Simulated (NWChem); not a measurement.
System: C4H4F2O; SMILES O=C1C[C@H](F)[C@@H]1F

```xyz
11

O      0.0035    -2.0453    -0.7822
C     -0.2032    -1.0609    -0.1462
C     -1.4358    -0.1905     0.1372
C     -0.4633     0.9736     0.3822
F     -0.2487     1.6595    -0.7799
C      0.6726    -0.0469     0.6004
F      1.9115     0.2487     0.1706
H     -1.9998    -0.5105     1.0269
H     -2.1259    -0.0510    -0.7070
H     -0.6782     1.6892     1.1892
H      0.6959    -0.3452     1.6672
```
Atoms are numbered in this order, from 1.

Geometry: optimised at PBE0/def2-SVP.

**Question.** Give the principal values of the shielding tensors (ppm) of O1, C2, C3, C4, F5 from PBE0/pcSseg-1, GIAO (NWChem), with their diamagnetic and paramagnetic parts as GIAO splits them.

**Answer.** 
```tsv
atom	σ11	σ22	σ33	isotropic	diamagnetic	paramagnetic
O1	-853.1	-438.6	326.2	-321.8	404.1	-725.9
C2	-112.4	-19.3	75.2	-18.8	247.3	-266.1
C3	116.3	148.6	152.5	139.1	249.8	-110.7
C4	66.1	82.7	156.4	101.8	243.0	-141.3
F5	377.8	396.5	428.3	400.8	476.0	-75.2
```
